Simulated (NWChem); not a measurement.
System: C₂H₃FN₂Si; SMILES N#C/N=C\[SiH2]F

```xyz
9

N      0.9580     2.7009    -0.0008
C      0.0292     1.9915    -0.0004
N     -1.1103     1.2777    -0.0001
C     -1.0578    -0.0121     0.0004
Si     0.5133    -1.0967     0.0006
F     -0.0201    -2.6192    -0.0029
H     -2.0366    -0.5035     0.0006
H      1.2916    -0.8362     1.2323
H      1.2951    -0.8316    -1.2279
```
Atoms are numbered in this order, from 1.

Program: NWChem. Pople sets run with spherical d functions. Coordinates come from a B3LYP/6-31G* (spherical d) optimisation. B3LYP is NWChem's, with the RPA form of VWN correlation. Level: B3LYP/6-31G* with SMD (1 M gas to 1 M solution), gas-phase geometry. Reactions with the solvent are ignored.

For solvent anisole:

- solvation free energy (kcal/mol) = -5.4
- cavity-dispersion-structure term (kcal/mol) = -0.1
- dipole in solution (D) = 3.83

### Question
How do the values read with solvent water instead?

### Answer
The solvation free energy (kcal/mol) is -1.2 and the cavity-dispersion-structure term (kcal/mol) is 6.1. The dipole in solution (D) is 4.18.
